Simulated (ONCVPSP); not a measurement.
What one change does to a pseudopotential (antimony (Sb), ONCV)

* Element: Sb
* Generator: ONCVPSP 4.0.1
* Type: optimised norm-conserving Vanderbilt (ONCV)
* Functional: PBE
* Relativity: fully relativistic
* Frozen core: [Kr] 4d10
* Valence charge: 5
* Reference configuration: 5s2 5p2 (charge +1)
* Partial waves: 5s: rc 1.70 bohr, ncon 3, nbas 6, qcut 3 1/bohr, 1 projector; 5p: rc 2.40 bohr, ncon 5, nbas 9, qcut 2.9 1/bohr, 2 projectors, debl 1.8 Ha; d scattering state at 0.38 Ha: rc 2.10 bohr, ncon 4, nbas 7, qcut 3.8 1/bohr, 2 projectors, debl 0.9 Ha
* Local potential: polynomial inside 1.30 bohr (lpopt 5, dvloc0 0 Ha)
* Core correction: Teter function, fcfact 3.25, rcfact 1.6

Open shells are filled in proportion to 2j + 1.

Change: p: nbas 8.

Cutoffs: the cutoffs (Ha) at which the residual kinetic energy of the hardest occupied pseudo-wave falls to 1 and 0.1 mHa per electron; they do not see the model core or the augmentation charge, which bear on the density cutoff. Errors are all-electron minus pseudo energies relative to the spin-unpolarised reference configuration.

Task: Predict the effect on cutoff, ghosts and configuration errors.

Result: The potential gets softer (19 Ha and 40 Ha → 19 Ha and 29 Ha); both files keep a bound ghost (d, s); the errors of the 4 common tests hardly move.

```csv
quantity,base,changed
"cutoff, loose",19 Ha,19 Ha
"cutoff, tight",40 Ha,29 Ha
loose cutoff by channel,"s 19 Ha, p 12 Ha","s 19 Ha, p 14 Ha"
bound ghosts,"s, d5/2, d3/2","s, d5/2, d3/2"
GHOST(+) flags under 300 eV,"p3/2 at 47.4 eV, p1/2 at 56.1 eV","p3/2 at 48.6 eV, p1/2 at 58.4 eV"
"error for 5s2 5p3, meV [ΔE -8.33 eV]",-40,-40
"error for 5s2 5p1, meV [ΔE 15.99 eV]",-74,-73
"error for 5s2 5p0, meV [ΔE 40.43 eV]",-356,-351
"error for 5s2 5p2.5, meV [ΔE -5.06 eV]",-12,-12
s: phases at 1.72 bohr within 0.05 rad from the reference energy up to (Ha; the scan ends near 5),1.6,1.6
p3/2: phases at 2.44 bohr within 0.05 rad from the reference energy up to (Ha; the scan ends near 5),1.7,n/a
p1/2: phases at 2.44 bohr within 0.05 rad from the reference energy up to (Ha; the scan ends near 5),1.9,2.0
d5/2: phases at 2.13 bohr within 0.05 rad from the reference energy up to (Ha; the scan ends near 5),4.4,4.4
d3/2: phases at 2.13 bohr within 0.05 rad from the reference energy up to (Ha; the scan ends near 5),4.2,4.2
"rms error of d²Exc/dni dnj with the model core, mHa",0.57,0.58
```

Base: The cutoffs count occupied waves only; projector 2 of the d channel, the hardest unoccupied one, needs 50 Ha at the loose tolerance. Changed file: The cutoffs count occupied waves only; projector 2 of the d channel, the hardest unoccupied one, needs 50 Ha at the loose tolerance. A true bound ghost makes a file unfit for plane-wave use even where its test errors are small: the radial tests pick states by their node count and pass the ghost by.
